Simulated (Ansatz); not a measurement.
Computed with Ansatz on PBE0-D4/def2-TZVP structures; ΔE is electronic, products minus reactants. CBS: MP2 limit from def2 TZ/QZ plus the TZ coupled-cluster correction, frozen cores. This one scheme is used for every species. DFT in def2-TZVPP. B3LYP here is the variant with VWN-RPA as its local correlation; programs differ in this. For Ge outer-core shells are correlated without core-valence functions, which leaves a few kJ/mol of doubt a bond. Scalar relativity is left out up to krypton. One conformer a species, not always the lowest.

Consider the formal exchange of groups at a Ge–B bond: `[BH2][GeH2][OH]` + `[SiH3]S` → `[OH][GeH2][SiH2]S` + BH₃.

```csv
level,ΔE (eV)
ωB97X-V,-0.24
r2SCAN,-0.24
B3LYP,-0.19
HF/def2-TZVPP,-0.14
CCSD/def2-TZVPP,-0.20
SCS-MP2/def2-QZVPP,-0.24
MP2/CBS(def2),-0.28
CCSD/CBS(def2),-0.21
```

Q: What does CCSD(T)/CBS give? (Estimate.)

A: Ansatz gave: -0.24 eV. The listed levels differ from it by 0.00, 0.00, 0.05, 0.10, 0.04, 0.00, -0.04, 0.03 eV.

Largest T1 diagnostic among the species: 0.012.

In def2-TZVPP, CCSD(T) changes the Hartree–Fock value by −0.08 eV (the triples alone add −0.02 eV) and MP2 by −0.13 eV. The D4 term adds −0.09 eV with B3LYP and −0.05 eV with PBE0; it sums over pairs of atoms, weighted by their polarisabilities, and B3LYP, whose exchange is more repulsive, gets the larger term.
